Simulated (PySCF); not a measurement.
Sn(Br)(Me), SMILES [CH3][Sn][Br], CAM-B3LYP/def2-SVP optimised geometry.

```
6

Sn    -0.67    -1.30     0.00
Br     1.88    -1.30     0.00
C     -0.83     0.89     0.00
H     -0.30     1.30    -0.87
H     -0.34     1.29     0.90
H     -1.88     1.22    -0.02
```

Density from CAM-B3LYP/def2-TZVP, def2 effective core potentials past Kr (PySCF) at that geometry. The core electrons that the potentials of Sn replace are not part of the density.

Minimum of the electron density along straight lines between bonded atoms, close to the bond critical point (lines longer than 1.1 times the sum of covalent radii, or with two minima, are not listed):

| bond | length / Å | ρ at the minimum / e bohr⁻³ | ∇²ρ there / e bohr⁻⁵ | position (fraction from the first atom) |
|---|---|---|---|---|
| Sn1–Br2 | 2.552 | ? | 0.11 | 0.46 |
| Sn1–C3 | 2.192 | 0.099 | 0.10 | 0.51 |
| C3–H4 | 1.101 | 0.266 | -0.87 | 0.64 |
| C3–H5 | 1.102 | 0.266 | -0.87 | 0.64 |
| C3–H6 | 1.100 | 0.268 | -0.88 | 0.64 |

Task: Complete the blanks.

Result: 
- Sn1–Br2, ρ at the minimum / e bohr⁻³: 0.067
